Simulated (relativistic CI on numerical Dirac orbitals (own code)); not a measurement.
# Line list: Electric-dipole lines, Au⁺

These numbers are calculated, not measured: Dirac-Coulomb-Breit CI, separate exchange-only KLI orbitals for each configuration, a model potential for QED, valence Slater integrals scaled by 0.85, configuration energies shifted to the measured levels that pair with them (semi-empirical) (own radial code, finite nucleus).

Configurations in the expansion (outside the closed core [Xe] 4f14): 5d10, 5d9.6s, 5d8.6s2, 5d9.6p, 5d9.7s, 5d9.6d, 5d9.7p, 5d8.6s.6p, 5d9.5f, 5d9.7d, 5d9.6f, 5d9.5g, 5d9.7f, 5d9.6g, 5d8.6s.7s, 5d8.6p2. Levels of other configurations are missing.

| λ vac (Å) | Lower | Upper | A (s⁻¹) | log gf | S velocity/length |
| --- | --- | --- | --- | --- | --- |
| 1167.9 | 5d10 1S_0 [1] | 5d9.6p 1P°_1 [30] | 1.22e+09 | -0.12 | 0.95 |
| 1209.3 | 5d10 1S_0 [1] | 5d9.6p 3D°_1 [25] | 3.14e+08 | -0.69 | 0.93 |
| 1367.2 | 5d10 1S_0 [1] | 5d9.6p 3P°_1 [17] | 1.09e+08 | -1.04 | 0.94 |
| 1391.5 | 5d9.6s 3D_3 [2] | 5d9.6p 3D°_2 [31] | 2.89e+07 | -1.38 | 0.55 |
| 1445.6 | 5d9.6s 3D_2 [3] | 5d9.6p 3D°_2 [31] | 4.15e+07 | -1.19 | 0.66 |
| 1479.2 | 5d9.6s 3D_2 [3] | 5d9.6p 1P°_1 [30] | 1.44e+08 | -0.85 | 1.01 |
| 1670.1 | 5d9.6s 3D_1 [4] | 5d9.6p 3D°_2 [31] | 3.31e+07 | -1.16 | 1.12 |
| 1684.5 | 5d9.6s 3D_3 [2] | 5d9.6p 3D°_3 [19] | 3.93e+08 | 0.07 | 0.82 |
| 1715.1 | 5d9.6s 3D_1 [4] | 5d9.6p 1P°_1 [30] | 1.21e+08 | -0.79 | 0.95 |
| 1728.2 | 5d9.6s 1D_2 [5] | 5d9.6p 3D°_2 [31] | 2.11e+08 | -0.33 | 0.83 |
| 1754.7 | 5d9.6s 3D_3 [2] | 5d9.6p 3F°_4 [16] | 6.42e+08 | 0.43 | 0.97 |
| 1764.5 | 5d9.6s 3D_2 [3] | 5d9.6p 3D°_3 [19] | 2.28e+08 | -0.13 | 0.93 |
| 1776.4 | 5d9.6s 1D_2 [5] | 5d9.6p 1P°_1 [30] | 4.20e+08 | -0.23 | 0.85 |
| 1799.8 | 5d9.6s 1D_2 [5] | 5d9.6p 1F°_3 [29] | 5.54e+08 | 0.28 | 0.98 |
| 1805.9 | 5d9.6s 3D_1 [4] | 5d9.6p 3D°_1 [25] | 3.27e+08 | -0.32 | 0.78 |
| 1810.2 | 5d9.6s 3D_2 [3] | 5d9.6p 1D°_2 [18] | 5.53e+08 | 0.13 | 0.87 |
| 1814.2 | 5d9.6s 3D_2 [3] | 5d9.6p 3P°_1 [17] | 4.84e+08 | -0.15 | 0.84 |
| 1851.5 | 5d9.6s 3D_1 [4] | 5d9.6p 3P°_0 [23] | 5.39e+08 | -0.56 | 0.82 |
| 1873.9 | 5d9.6s 1D_2 [5] | 5d9.6p 3D°_1 [25] | 8.99e+07 | -0.85 | 0.81 |
| 1946.0 | 5d9.6s 3D_3 [2] | 5d9.6p 3F°_3 [14] | 1.76e+08 | -0.16 | 0.77 |
| 1999.5 | 5d9.6s 3D_1 [4] | 5d9.6p 3F°_2 [21] | 2.55e+08 | -0.12 | 0.95 |
| 2052.2 | 5d9.6s 3D_3 [2] | 5d9.6p 3P°_2 [12] | 3.96e+08 | 0.10 | 0.74 |
| 2053.6 | 5d9.6s 3D_2 [3] | 5d9.6p 3F°_3 [14] | 2.72e+08 | 0.08 | 0.92 |
| 2083.3 | 5d9.6s 1D_2 [5] | 5d9.6p 3F°_2 [21] | 1.59e+08 | -0.29 | 0.86 |
| 2282.6 | 5d9.6s 1D_2 [5] | 5d9.6p 3P°_1 [17] | 4.42e+07 | -0.98 | 0.63 |
| 2755.8 | 5d9.6p 3F°_4 [16] | 5d9.7s 3D_3 [66] | 2.68e+08 | 0.33 | 0.66 |
| 2794.1 | 5d9.6p 1F°_3 [29] | 5d9.7s 3D_2 [109] | 2.70e+08 | 0.20 | 0.68 |
| 2876.2 | 5d8.6s2 3F_4 [6] | 5d9.6p 3D°_3 [19] | 2.58e+07 | -0.65 | 1.64 |
| 3086.8 | 5d8.6s2 3F_4 [6] | 5d9.6p 3F°_4 [16] | 6.91e+06 | -1.05 | 1.55 |

Terms are leading LS components. Brackets give the number of a level in order of energy, since labels repeat. The list gives strong lines, with weight on those to low levels, without configurations that were not tied to measured data, among the lowest 318 of 411 levels, so that lines to higher ones, which can be the strongest, are missing, and without lines across small gaps between configurations. Levels whose partners in the same complex of configurations lie outside the list can be far off, and so can their lines. Rates are taken at the computed energies, electric ones in the length gauge. A velocity-to-length ratio far from 1 marks an uncertain rate.

Configurations whose levels could be paired with our table of measured levels were shifted onto them, all but the ground configuration, by the median error of their levels; single terms can still be off by 1,000 to 2,000 cm⁻¹ or more, and rates follow the energies as ν³ (E1, M1) or ν⁵ (E2). The others borrow a shift and can be off by several thousand cm⁻¹ or more. The fine structure of a lone outer electron comes out too small, for d and f at times inverted, and misplaced configurations move strength between like terms. 24 of the 31 excited levels that our extract of the measured tables holds in this range could be paired (the sources list more); they are missed by 594 cm⁻¹ on average and 1713 at most, after the shifts were fitted to these levels, and levels without a partner can miss by more.

(1) From the table, what is the radiative lifetime of 5d9.6p 1P°_1?

## Answers

(1) The listed rates from this level add up to about 1.91e+09 s⁻¹, 99 % of its decay; with all channels τ = 5.19e-10 s.

LS names give the leading component of a level, which can be under half, so a name can repeat, a term be missing and a line seem to break the LS rules.
